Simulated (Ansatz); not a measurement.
CH3FO2Si (`O=CO[SiH2]F`) at its PBE0-D4/def2-TZVP geometry, where that method's forces vanish. The species carries charge 0 and has multiplicity 1.

```
atom   x (Å)   y (Å)   z (Å)
  O1  -1.586  -0.314   1.020
  C2  -0.619   0.313   1.332
  O3   0.453   0.495   0.549
 Si4   0.549  -0.221  -0.961
  F5  -0.475   0.485  -1.946
  H6  -0.487   0.817   2.299
  H7   0.246  -1.660  -0.882
  H8   1.918   0.083  -1.412
```

**Question.** For each bond, give half the difference of the two atoms' forces along it (eV/Å; positive pushes the atoms apart) under PBE-D4, r2SCAN-D4, B3LYP-D4, ωB97M-V in def2-TZVPP. (Estimate.)

**Answer.** Ansatz gave: 
| bond | length (Å) | PBE-D4 | r2SCAN-D4 | B3LYP-D4 | ωB97M-V |
| --- | --- | --- | --- | --- | --- |
| O1–C2 | 1.193 | 0.94 | 0.34 | 0.26 | 0.12 |
| C2–O3 | 1.341 | 0.25 | 0.24 | 0.20 | 0.19 |
| C2–H6 | 1.099 | -0.17 | -0.17 | -0.24 | -0.22 |
| O3–Si4 | 1.674 | 0.20 | -0.02 | 0.06 | 0.02 |
| Si4–F5 | 1.586 | 0.50 | 0.04 | 0.21 | 0.19 |
| Si4–H7 | 1.473 | -0.05 | -0.04 | -0.13 | -0.18 |
| Si4–H8 | 1.473 | -0.02 | -0.04 | -0.17 | -0.18 |

B3LYP here is the variant with VWN-RPA as its local correlation; programs differ in this.
